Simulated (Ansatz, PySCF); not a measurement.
Donor–acceptor adduct: GaH3 (SMILES [GaH3]) (first 4 atoms) with C2H6O (SMILES COC); geometry from B3LYP-D3(BJ)/def2-TZVP, rigid monomers moved along the line of their centres of mass till Ga1···O6 is 2.49 Å.
(charge 0, multiplicity 1):
```
atom    x (Å)    y (Å)   z (Å)
----  -------  -------  ------
Ga     0.7169   0.2403  0.9854
H      1.9781  -0.6968  1.1198
H     -0.6087  -0.3757  0.3769
H      0.9005   1.8057  0.9343
C     -1.1072   0.9596  3.7142
O     -0.0269   0.0955  3.3525
C     -0.1710  -1.2279  3.8740
H     -1.1769   1.0205  4.8023
H     -2.0484   0.5879  3.3005
H     -0.8829   1.9386  3.3000
H     -0.2316  -1.1860  4.9635
H      0.7106  -1.7860  3.5713
H     -1.0686  -1.7025  3.4685
```

Monomers are frozen at their geometry in the pair; levels with a basis set take the counterpoise correction.

Correlated levels freeze the cores. Filled d and f shells under p-block atoms count as core.

Run with Ansatz (Gaussian basis) for Hartree–Fock, density functionals and correlated methods; PySCF for the dispersion terms. Each number belongs to the level named beside it.

PBE/def2-TZVPPD gives -58.0 kJ/mol for the interaction energy.

Q: Predict the shift from PBE, with its sign, for: PBE-D3(BJ)/def2-TZVPPD, r2SCAN/def2-TZVPPD, PBE0/def2-TZVPPD, wB97M-V/def2-TZVPPD, MP2/aug-cc-pVDZ, CCSD(T)/aug-cc-pVDZ.

A: PBE-D3(BJ)/def2-TZVPPD -7.5; r2SCAN/def2-TZVPPD -10.4; PBE0/def2-TZVPPD -2.1; wB97M-V/def2-TZVPPD -11.2; MP2/aug-cc-pVDZ -8.3; CCSD(T)/aug-cc-pVDZ -6.7 kJ/mol. 0 of 6 lie above PBE; the widest gap is to wB97M-V/def2-TZVPPD.

Ansatz is a quantum-chemistry and plane-wave program.
